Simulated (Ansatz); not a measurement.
`O[SiH2]CCl` + H₂ → `C[SiH2]O` + HCl at 700 K and 1 bar (hydrogenolysis of a C–Cl bond).

Program: Ansatz. Geometries: PBE0-D4/def2-TZVP. ΔE: electronic, gas phase. CBS: MP2 limit from def2 TZ/QZ plus the TZ coupled-cluster correction, frozen cores. This one scheme is used for every species. One conformer a species, not always the lowest.

```tsv
species	CCSD(T)/CBS energy (Eh)	H − E (kJ/mol)	S (J/(mol·K))
`O[SiH2]CCl`	-865.14075	224.8	426.7
H₂	-1.17544	46.8	155.3
`C[SiH2]O`	-405.96945	239.4	390.4
HCl	-460.38127	38.4	211.8
```

H − E and S are ideal-gas, rigid-rotor, harmonic terms from PBE0-D4/def2-TZVP, for one conformer and one mirror image of each species. The MP2-based limit puts H₂ 0.8 mEh under its directly extrapolated value; such offsets cancel only in part. 1 Eh = 2625.50 kJ/mol, R = 8.31446 J/(mol·K).

Q: By hand: ΔE, ΔH, ΔS and ΔG.

A: ΔE = (-405.96945) + (-460.38127) − (-865.14075) − (-1.17544) = -0.03453 Eh = -90.7 kJ/mol. Δ(H − E) = 239.4 + 38.4 − 224.8 − 46.8 = 6.2, so ΔH = -84.5 kJ/mol. ΔS = 390.4 + 211.8 − 426.7 − 155.3 = 20.2 J/(mol·K). ΔG = -84.5 − 700 × (20.2)/1000 = -98.6 kJ/mol.

Q: By hand: the equilibrium constant, and the temperature at which ΔG would vanish if ΔH and ΔS stayed fixed.

A: log₁₀ K = −ΔG/(RT ln 10) = 7.4. ΔH and −TΔS have one sign here, so there is no such temperature.

ΔH outweighs TΔS. A doubt of 5 kJ/mol in ΔE shifts log₁₀ K by 0.4 here. Other conformers and mirror images would add mixing entropy, several J/(mol·K) or more a flexible species. These are equilibria of isolated gas molecules and say nothing of rates. Largest T1 diagnostic: 0.010 (customary marks: 0.02 for closed shells, 0.045 for open ones).
